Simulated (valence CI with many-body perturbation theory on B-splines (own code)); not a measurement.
# Energy levels of I XLIX

Computed by configuration interaction combined with many-body perturbation theory (CI+MBPT): three valence electrons over a frozen Dirac-Fock core [He], a basis of 11 s, 11 p, 9 d, 7 f, 5 g, 2 h, 1 i functions for each j, with the one-electron correlation potential Σ1 (screened to all orders), the two-electron term Σ2, the three-electron term Σ3, Breit, model QED; selected single and double excitations, second order for the rest (own B-spline code, finite nucleus).

No measured spectrum was set against this ion. As an estimate, large intervals hold to a few tenths of a per cent, small ones and those within an open d or f shell to about a per cent.

Levels 46 to 90 of 101, with energies above the lowest level, (2s^2 2p1/2) J=1/2. "Leading %" is the weight of the configuration and term that name the level; weights of strongly mixed levels are sums over their largest components and can fall short. In the jj column 3d3/2^4 stands for four electrons in 3d with j = 3/2. Lifetimes count E1, E2, E3, M1 and M2 decay at the calculated energies, and are blank where another channel may lead or the interval is too uncertain; long ones can be off by a factor of two.

```csv
No.,Configuration,Term,J,E (eV),Leading %,Lifetime,Second component,g,Leading jj
46,2s2p3p,²D,5/2,5471.0,43,10.5 fs,35 % 2s2p3p ⁴D,1.332,2s 2p3/2 3p1/2 (99 %)
47,2s2p3s,²P°,1/2,5475.4,92,12.0 fs,8 % 2s2p3s ⁴P°,0.801,2s 2p3/2 3s (98 %)
48,2s2p3s,²P°,3/2,5478.9,84,24.9 fs,14 % 2s2p3s ⁴P°,1.377,2s 2p3/2 3s (98 %)
49,2p²3d,²D,5/2,5497.5,32,2.85 fs,20 % 2p²3d ⁴D,1.196,2p1/2^2 3d5/2 (97 %)
50,2s2p3p,²P,1/2,5530.3,54,11.8 fs,21 % 2s2p3p ²S,1.194,2s 2p3/2 3p1/2 (97 %)
51,2s2p3p,²D,3/2,5531.8,62,13.3 fs,24 % 2s2p3p ²P,0.972,2s 2p3/2 3p1/2 (96 %)
52,2s2p3p,⁴D,7/2,5552.5,100,2.11 ps,,1.415,2s 2p3/2 3p3/2 (100 %)
53,2s2p3p,²P,3/2,5555.6,42,11.8 fs,31 % 2s2p3p ⁴S,1.486,2s 2p3/2 3p3/2 (89 %)
54,2s2p3p,²S,1/2,5567.7,38,6.76 fs,24 % 2s2p3p ²P,1.425,2s 2p3/2 3p3/2 (76 %)
55,2s2p3p,²D,5/2,5568.4,42,9.71 fs,41 % 2s2p3p ⁴P,1.375,2s 2p3/2 3p3/2 (87 %)
56,2p²3s,⁴P,3/2,5587.1,82,28.3 fs,7 % 2p²3s ²P,1.647,2p1/2 2p3/2 3s (91 %)
57,2p²3s,²D,5/2,5601.1,44,43.7 fs,25 % 2p²3s ⁴P,1.342,2p1/2 2p3/2 3s (69 %)
58,2s2p3d,⁴D°,5/2,5601.1,45,2.20 fs,21 % 2s2p3d ⁴F°,1.234,2s 2p3/2 3d3/2 (96 %)
59,2p²3s,²P,1/2,5602.4,50,9.57 fs,25 % 2p²3s ⁴P,1.327,2p1/2 2p3/2 3s (75 %)
60,2s2p3d,⁴P°,3/2,5603.2,39,1.86 fs,38 % 2s2p3d ⁴D°,1.333,2s 2p3/2 3d3/2 (91 %)
61,2s2p3d,⁴P°,1/2,5604.4,74,1.99 fs,12 % 2s2p3d ⁴D°,2.190,2s 2p3/2 3d3/2 (86 %)
62,2p²3s,²D,3/2,5606.2,55,17.0 fs,30 % 2p²3s ²P,1.027,2p1/2 2p3/2 3s (87 %)
63,2s2p3d,⁴F°,7/2,5606.4,48,2.80 fs,32 % 2s2p3d ⁴D°,1.265,2s 2p3/2 3d3/2 (83 %)
64,2s2p3d,⁴F°,9/2,5616.8,100,80.5 ps,,1.321,2s 2p3/2 3d5/2 (100 %)
65,2s2p3p,²D,5/2,5625.7,63,13.2 fs,10 % 2s2p3p ⁴D,1.259,2s 2p3/2 3p3/2 (80 %)
66,2p²3p,⁴P°,1/2,5630.4,39,22.1 fs,25 % 2p²3p ⁴D°,1.796,2p1/2 2p3/2 3p1/2 (86 %)
67,2p²3p,⁴D°,3/2,5633.9,42,6.68 fs,14 % 2s2p3d ⁴P°,1.191,2p1/2 2p3/2 3p1/2 (77 %)
68,2s2p3d,²D°,5/2,5634.2,45,3.07 fs,32 % 2s2p3d ⁴P°,1.305,2s 2p3/2 3d5/2 (99 %)
69,2s2p3p,²P,3/2,5635.9,57,13.4 fs,25 % 2s2p3p ²D,1.202,2s 2p3/2 3p3/2 (88 %)
70,2s2p3p,²S,1/2,5636.4,63,251 fs,21 % 2s2p3p ²P,1.726,2s 2p3/2 3p3/2 (98 %)
71,2s2p3d,²D°,3/2,5638.6,41,4.67 fs,19 % 2s2p3d ²P°,1.098,2s 2p3/2 3d5/2 (73 %)
72,2p²3p,²F°,5/2,5642.7,44,4.57 fs,28 % 2p²3p ²D°,1.070,2p1/2 2p3/2 3p1/2 (90 %)
73,2s2p3d,²F°,7/2,5643.8,67,1.75 fs,32 % 2s2p3d ⁴D°,1.224,2s 2p3/2 3d5/2 (83 %)
74,2s2p3d,²P°,1/2,5656.0,76,2.16 fs,17 % 2s2p3d ⁴D°,0.700,2s 2p3/2 3d5/2 (93 %)
75,2p²3p,²P°,3/2,5670.2,34,4.63 fs,22 % 2p²3p ²D°,1.283,2p1/2 2p3/2 3p1/2 (84 %)
76,2s2p3d,²F°,5/2,5671.3,63,3.34 fs,14 % 2s2p3d ²D°,0.947,2s 2p3/2 3d3/2 (91 %)
77,2s2p3d,²D°,3/2,5673.6,52,2.47 fs,20 % 2s2p3d ²P°,0.985,2s 2p3/2 3d3/2 (72 %)
78,2s2p3d,²P°,1/2,5677.3,88,2.67 fs,11 % 2s2p3d ⁴D°,0.615,2s 2p3/2 3d3/2 (94 %)
79,2s2p3d,²F°,7/2,5688.0,77,6.77 fs,11 % 2s2p3d ⁴D°,1.174,2s 2p3/2 3d5/2 (96 %)
80,2s2p3d,²D°,5/2,5700.0,65,1.74 fs,24 % 2s2p3d ²F°,1.141,2s 2p3/2 3d5/2 (96 %)
81,2s2p3d,²P°,3/2,5702.5,78,2.51 fs,7 % 2s2p3d ⁴D°,1.286,2s 2p3/2 3d5/2 (97 %)
82,2p²3p,⁴D°,5/2,5726.5,52,8.51 fs,34 % 2p²3p ⁴P°,1.414,2p1/2 2p3/2 3p3/2 (99 %)
83,2p²3p,²P°,1/2,5730.6,34,8.28 fs,34 % 2p²3p ⁴P°,1.624,2p1/2 2p3/2 3p3/2 (98 %)
84,2p²3p,²D°,3/2,5735.9,51,8.06 fs,25 % 2p²3p ⁴P°,1.170,2p1/2 2p3/2 3p3/2 (98 %)
85,2p²3p,²F°,7/2,5742.4,60,9.72 fs,38 % 2p²3p ⁴D°,1.236,2p1/2 2p3/2 3p3/2 (97 %)
86,2p²3p,²P°,3/2,5751.9,38,8.07 fs,29 % 2p²3p ⁴S°,1.395,2p1/2 2p3/2 3p3/2 (99 %)
87,2p²3p,²D°,5/2,5760.6,60,8.14 fs,18 % 2p²3p ²F°,1.182,2p1/2 2p3/2 3p3/2 (98 %)
88,2p²3d,⁴F,3/2,5766.4,43,8.63 fs,28 % 2p²3d ²P,0.928,2p1/2 2p3/2 3d3/2 (99 %)
89,2p²3d,⁴F,5/2,5767.8,54,23.3 fs,39 % 2p²3d ²F,0.966,2p1/2 2p3/2 3d3/2 (98 %)
90,2p²3d,⁴D,1/2,5770.0,80,16.5 fs,14 % 2p²3d ²P,0.228,2p1/2 2p3/2 3d3/2 (100 %)
```
